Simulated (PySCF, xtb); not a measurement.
C5H8, SMILES C1=CCCC1. One conformer was computed; it need not be the lowest.

Harmonic wavenumbers (cm⁻¹) from GFN2-xTB (xtb) at its own minimum, in rising order: 113, 366, 622, 735, 747, 828, 876, 906, 971, 973, 1034, 1064, 1102, 1112, 1116, 1195, 1195, 1271, 1287, 1299, 1329, 1472, 1479, 1499, 1705, 2937, 2938, 2979, 2983, 2993, 3013, 3107, 3123.

Problem. What does PBE-D3(BJ)/def2-SVP (PySCF) give at its own minimum? (Estimate from the structure and the level; the computed values follow.)

Solution. 157, 381, 580, 689, 756, 801, 863, 899, 903, 934, 964, 1016, 1018, 1078, 1098, 1176, 1177, 1243, 1269, 1278, 1329, 1399, 1402, 1423, 1644, 2938, 2939, 2988, 3003, 3008, 3051, 3115, 3139. Paired by order, the mean absolute difference is 32 cm⁻¹ and the zero-point energies are 72.0 and 71.0 kcal/mol.
